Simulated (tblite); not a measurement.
**Question.** What does the GFN2-xTB structure of InChI=1S/C6H8F4/c7-4-1-3(6(9)10)2-5(4)8/h3-6H,1-2H2/t3-,4+,5- look like in three dimensions?

**Answer.** 
```
atom  x, y, z in Å
F1     2.680   -0.701   -0.895
C2     1.951    0.159   -0.144
F3     2.602    1.348   -0.201
C4     0.539    0.298   -0.707
C5    -0.186   -1.061   -0.692
C6    -1.495   -0.814    0.060
F7    -1.940   -1.938    0.701
C8    -1.156    0.323    1.033
F9    -0.401   -0.165    2.076
C10   -0.298    1.246    0.175
H11    1.976   -0.192    0.898
H12    0.637    0.691   -1.722
H13   -0.357   -1.452   -1.693
H14    0.391   -1.801   -0.134
H15   -2.306   -0.496   -0.606
H16   -2.032    0.797    1.483
H17    0.329    1.887    0.793
H18   -0.941    1.877   -0.437
```

Any rigid rotation of these coordinates is as good. Atoms count from 1 in this order. The 5-membered ring C4–C5–C6–C8–C10 has internal angles of 102.5° to 106.4°; it is puckered, 0.18 Å rms from its mean plane, widest ring torsion 41°. The 4 C–F bonds span 1.355 Å (F1–C2, drawn single) to 1.377 Å (C8–F9, drawn single), a spread of 0.022 Å. Of the pairs four or more bonds apart, F3···H17 is among the closest relative to their van der Waals radii: 2.54 Å, 95 % of the sum of Bondi's values.

Bonds between heavy atoms (Å): F1–C2 1.355, C2–F3 1.356, C2–C4 1.526, C4–C5 1.541, C5–C6 1.530, C6–F7 1.368, C6–C8 1.535, C8–F9 1.377, C8–C10 1.524, C4–C10 1.542.

Computed geometry: GFN2-xTB, gas phase.

Point group: C1 (no symmetry element, even within 0.4 Å). Its GFN2-xTB frequencies are all real (lowest 34 cm⁻¹). The numbers are those of one conformer (F1–C2–C4–C5 61°, C2–C4–C5–C6 126°, C4–C5–C6–F7 -151°, C5–C6–C8–F9 -75°, C6–C8–C10–C4 -37°). 3 starts were optimised and ended at 0.00, 1.72 and 1.93 kcal/mol (GFN2-xTB); the lowest of these is shown.
